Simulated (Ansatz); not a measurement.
Isomers of C2H9B2N, relaxed with PBE0-D4/def2-TZVP in Ansatz; electronic energies, one conformer each and not always the lowest. Functionals use def2-TZVPP; CBS adds triple-zeta CCSD(T) − MP2 to the MP2 limit of def2-TZVPP and def2-QZVPP.

Question: Order them by energy at frozen-core CCSD(T)/CBS, lowest first. (Estimate.)
A. `BN(B)CC`
B. `BCN(B)C`
C. `BN(C)BC`

Answer: C (0.0 kJ/mol), A (37.4 kJ/mol), B (173.1 kJ/mol).

Question: How do ωB97M-V, B3LYP-D4, B2PLYP, PBE-D4 place them (kJ/mol, against `BN(C)BC`)? (Best estimate.)

Answer: Ansatz gave: 
| isomer | ωB97M-V | B3LYP-D4 | B2PLYP | PBE-D4 |
| --- | --- | --- | --- | --- |
| `BN(B)CC` | 39.4 | 38.9 | 38.4 | 42.4 |
| `BCN(B)C` | 172.5 | 171.1 | 173.8 | 167.0 |

B3LYP here is the variant with VWN-RPA as its local correlation; programs differ in this.
